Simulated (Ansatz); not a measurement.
Ansatz (a program for electronic structure) input (CCSD(T)/def2-SVP):

Ansatz 0.2 input:
```yaml
crystal:
  periodic: [false, false, false]
  atoms:
    - {symbol: C, position_ang: [-1.47930400, -0.14178449, -0.19580731]}
    - {symbol: Si, position_ang: [0.37161002, -0.40586404, 0.04480304]}
    - {symbol: O, position_ang: [0.95198315, 1.14439921, 0.13646901]}
    - {symbol: H, position_ang: [-1.94720741, -1.12692989, -0.26708043]}
    - {symbol: H, position_ang: [-1.67520821, 0.41265772, -1.11245021]}
    - {symbol: H, position_ang: [-1.90678403, 0.39515497, 0.64975504]}
    - {symbol: H, position_ang: [0.95096109, -1.13972098, -1.10686008]}
    - {symbol: H, position_ang: [0.63565715, -1.16355199, 1.29248478]}
basis:
  gaussian:
    orbitals: def2-SVP
magnetization: {spin_polarized: true, initial_magnetization: 1}
correlation: {method: ccsd_t, electrons: outside_noble_gas}
```

Output:

```
Functional definition: HF
integrals: 0.08 GiB planned
698 factors; integrals over basis functions are off by at most 1.1e-3 eV
0.38 GiB of device memory are held for the factors and their scratch space
mean field: 0.18 GiB planned
mean field evaluation 1: about -10995.0142 eV, gradient 3.2e1 eV
mean field evaluation 2: about -10995.0153 eV, gradient 3.2e1 eV
mean field evaluation 4: about -11002.6762 eV, gradient 7.1e0 eV
mean field evaluation 8: about -11003.6552 eV, gradient 2.3e-1 eV
mean field evaluation 16: about -11003.6645 eV, gradient 7.8e-1 eV
mean field evaluation 32: about -10995.0135 eV, gradient 3.2e1 eV
mean field evaluation 64: about -11003.7775 eV, gradient 6.1e-2 eV
mean field evaluation 96: about -11002.6916 eV, gradient 7.0e0 eV
mean field evaluation 128: about -11002.8271 eV, gradient 6.1e0 eV
mean field evaluation 160: about -11002.7790 eV, gradient 2.3e0 eV
mean field evaluation 192: about -11003.7803 eV, gradient 1.8e-1 eV
mean field -11003.78105921 eV, -404.3814952952 hartree, gradient 1.8e-6 eV, S^2 0.756235; 6 other end points of the search recorded, 0 dependent functions left out
determinant -11003.78105921 eV, -404.3814952952 hartree, with singles and doubles -11015.52576521 eV, -404.8131052798 hartree
determinant -11003.65606170 eV, -404.3769017217 hartree, with singles and doubles -11015.36604931 eV, -404.8072358288 hartree
determinant -11003.78105921 eV, -404.3814952952 hartree, with singles and doubles -11015.52844850 eV, -404.8132038889 hartree
determinant -11003.65606170 eV, -404.3769017217 hartree, with singles and doubles -11015.36806254 eV, -404.8073098136 hartree
7 core orbitals not correlated
reference -11003.78105921 eV, -404.3814952952 hartree; 10, 9 occupied and 54, 55 virtual orbitals, 698 factors
second order -10.45316109 eV of doubles, -0.00000000 eV of singles
coupled cluster: 0.65 GiB planned
cycle   1  -11.74738615 eV  change    3.1e-6 eV  update   3.4e-6
perturbative correction -0.26695519 eV, -0.0098104224 hartree
Total energy: -11015.79540055 eV, -404.8230141960 hartree
```

It need not be the lowest isomer of its formula.
